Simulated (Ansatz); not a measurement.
Cost and result for the atomization energy of C6H15GeN (`C=C[N]([GeH3])C(C)(C)C`) (23 atoms, 22 bonds).

| atom | x (Å) | y (Å) | z (Å) |
| --- | --- | --- | --- |
| C1 | 0.030 | -2.182 | -1.999 |
| C2 | -0.360 | -1.410 | -0.980 |
| N3 | 0.325 | -0.358 | -0.406 |
| Ge4 | 2.180 | -0.418 | -0.391 |
| C5 | -0.425 | 0.569 | 0.467 |
| C6 | 0.349 | 1.879 | 0.584 |
| C7 | -0.623 | -0.043 | 1.853 |
| C8 | -1.781 | 0.903 | -0.157 |
| H9 | -0.595 | -3.005 | -2.314 |
| H10 | 0.958 | -2.027 | -2.536 |
| H11 | -1.326 | -1.624 | -0.528 |
| H12 | 2.774 | 0.566 | -1.414 |
| H13 | 2.581 | -1.855 | -0.734 |
| H14 | 2.693 | -0.045 | 1.013 |
| H15 | 1.317 | 1.743 | 1.072 |
| H16 | -0.217 | 2.590 | 1.188 |
| H17 | 0.512 | 2.320 | -0.402 |
| H18 | -1.195 | 0.626 | 2.501 |
| H19 | 0.342 | -0.237 | 2.329 |
| H20 | -1.162 | -0.990 | 1.784 |
| H21 | -2.461 | 0.051 | -0.168 |
| H22 | -1.654 | 1.252 | -1.184 |
| H23 | -2.263 | 1.695 | 0.422 |

The species carries charge 0 and has multiplicity 1. Correlated methods include outer-core shells of Ge, which these sets cover unevenly. Scalar relativity is left out up to krypton. The geometry is a stationary point of PBE0-D4/def2-TZVP. It is one conformer, not always the lowest. Program: Ansatz. All runs use 4 threads of an AMD EPYC 7R13 on a shared host and a share of an NVIDIA H100 80 GB. Times are those of one run each, without the atoms' runs, and a repeat can differ threefold. Electronic energies, without spin–orbit coupling; frozen cores. CCSD(T)/CBS adds CCSD(T) − MP2 in def2-TZVPP to the MP2 limit, and its time is that of the two runs behind it. T1 = 0.011. With those shells the extrapolation isn't a true limit. HSE06 is the plane-wave form, built on full-range PBE exchange.

CCSD(T)/CBS is a level of theory with its own doubt, some kJ/mol a heavy atom from the limit and from the frozen cores, so smaller differences don't rank the functionals.

```csv
level,functions,wall time
PBE-QIDH/def2-TZVPP,475,5.5 s
r2SCAN-D4/def2-TZVPP (with forces),475,6 s
CCSD(T)/def2-SVP,205,6.5 s
BLYP-D4/def2-TZVPP,475,7 s
B2PLYP/def2-TZVPP,475,7 s
CAM-B3LYP-D4/def2-TZVPP,475,7.5 s
BHLYP-D4/def2-TZVPP,475,8.5 s
PBE-D4/def2-TZVPP (with forces),475,10 s
ωB97M-V/def2-TZVPP (with forces),475,10 s
HSE06-D4/def2-TZVPP,475,11 s
MP2/def2-QZVPP,938,12 s
CCSD(T)/def2-TZVPP,475,32 s
CCSD(T)/CBS(def2),–,43 s
```

**Question.** What atomization energy does each give, and how far from CCSD(T)/CBS? (Estimate.)

**Answer.** Computed: 
```
                             level  atomization (kcal/mol)  difference from CCSD(T)/CBS  per bond
               PBE-QIDH/def2-TZVPP                  2088.3                         -6.7      -0.3
r2SCAN-D4/def2-TZVPP (with forces)                  2096.7                          1.7       0.1
                  CCSD(T)/def2-SVP                  2007.0                        -88.0      -4.0
                BLYP-D4/def2-TZVPP                  2086.7                         -8.3      -0.4
                 B2PLYP/def2-TZVPP                  2070.9                        -24.1      -1.1
           CAM-B3LYP-D4/def2-TZVPP                  2104.4                          9.4       0.4
               BHLYP-D4/def2-TZVPP                  2046.5                        -48.5      -2.2
   PBE-D4/def2-TZVPP (with forces)                  2132.0                         37.0       1.7
  ωB97M-V/def2-TZVPP (with forces)                  2097.3                          2.3       0.1
               HSE06-D4/def2-TZVPP                  2105.7                         10.7       0.5
                    MP2/def2-QZVPP                  2095.1                          0.1       0.0
                CCSD(T)/def2-TZVPP                  2050.0                        -45.0      -2.0
                 CCSD(T)/CBS(def2)                  2095.0                          0.0       0.0
```

From r2SCAN to r2SCAN0 (25 % exact exchange), in def2-TZVPP and without D4, the atomization energy moves by −22.4 kcal/mol: exact exchange takes away binding that semilocal exchange gives to molecules. At CCSD(T), def2-SVP lies −87.9 kcal/mol from the extrapolated value and def2-TZVPP −44.9 kcal/mol: correlation converges slowly with the basis, and small sets miss more of it in the bonded molecule than in its fragments. Leaving LDA and LC-ωPBE aside and taking each functional with its dispersion term where it has one, the values spread over 85.6 kcal/mol, from BHLYP-D4 to PBE-D4. LDA lies +270.6 kcal/mol from PBE without D4, its usual overbinding.

For some Ge, Se and Sn compounds the MP2-based and the directly extrapolated limit differ by 10 to 25 kJ/mol.
